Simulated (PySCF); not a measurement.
HTlO: bend–stretch map

Computed with PySCF, PBE0, basis Tl def2-TZVP with ECP60, O def2-TZVP, H def2-TZVP (scalar-relativistic core potentials, no spin–orbit coupling, density fitting).

Rigid scan from the singlet minimum (Tl–H 1.649 Å, Tl–O 1.851 Å; H–Tl–O 180.0°). Coordinate: rows scale both bonds, columns set the O–Tl–H angle. Energies in kJ/mol from the minimum.

(1) Give the energy map for rows 0.94, 0.97, 1.00, 1.03, 1.06, 1.10 and columns 90, 105, 120, 135, 150, 165, 180.

(2) And the size of the dipole moment (D) on the same grid?

Answers

(1) 
| scale \ angle | 90 | 105 | 120 | 135 | 150 | 165 | 180 |
| --- | --- | --- | --- | --- | --- | --- | --- |
| 0.94 | 344.4 | 276.7 | 206.2 | 139.6 | 83.6 | 46.1 | 32.9 |
| 0.97 | 288.6 | 227.0 | 163.1 | 102.9 | 52.6 | 19.2 | 7.4 |
| 1.00 | 253.4 | 197.5 | 139.5 | 85.3 | 40.3 | 10.5 | 0.0 |
| 1.03 | 233.9 | 183.4 | 130.9 | 82.1 | 41.9 | 15.4 | 6.0 |
| 1.06 | 226.5 | 180.9 | 133.5 | 89.6 | 53.7 | 30.1 | 21.8 |
| 1.10 | 230.3 | 190.7 | 149.3 | 111.4 | 80.5 | 60.3 | 53.3 |

(2) 
```csv
scale \ angle,90,105,120,135,150,165,180
0.94,3.86,3.96,3.99,4.08,4.21,4.33,4.38
0.97,4.08,4.19,4.23,4.31,4.43,4.54,4.58
1.00,4.26,4.39,4.44,4.51,4.62,4.72,4.76
1.03,4.42,4.56,4.60,4.67,4.77,4.86,4.90
1.06,4.54,4.69,4.74,4.80,4.89,4.97,5.01
1.10,4.66,4.82,4.87,4.92,5.00,5.07,5.10
```

The bond scale of lowest energy on the grid is 1.06 at 90°, 1.06 at 105°, 1.03 at 120°, 1.03 at 135°, 1.00 at 150°, 1.00 at 165°, 1.00 at 180°.

Spin–orbit coupling, left out here, can matter for elements this heavy.
